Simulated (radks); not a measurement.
The numbers below are computed, except where a source is named.
He+, configuration 2p1 (not the ground configuration).

Code: a radial shooting solver on a logarithmic mesh with Libxc functionals. Model: non-relativistic Kohn-Sham, AM05, spin-polarised, spherical densities, point nucleus; open shells are filled with parallel spins first.

Energy parts (Ry):
part                    energy
total                 -0.99248
kinetic                0.97660
electron-nucleus      -1.97634
Hartree                0.36011
exchange-correlation  -0.35285

Orbitals (lengths in bohr, moments of r in powers of bohr):
orbital,occ.,eigenvalue (Ry),<r>
1s up,0,-3.52429,0.7826
2p up,1,-0.73626,2.522

The highest occupied level is 2p up at -10.017 eV. The configuration is held as typed, so some empty levels lie below it. Summed over all electrons, <r^2> = 7.623 bohr^2, which gives a Langevin (diamagnetic) susceptibility term of -6.04 x 10^-6 cm^3/mol. Spin moment in Bohr magnetons: 1. The density falls to 0.001 e/bohr^3 at r = 3.63 bohr.
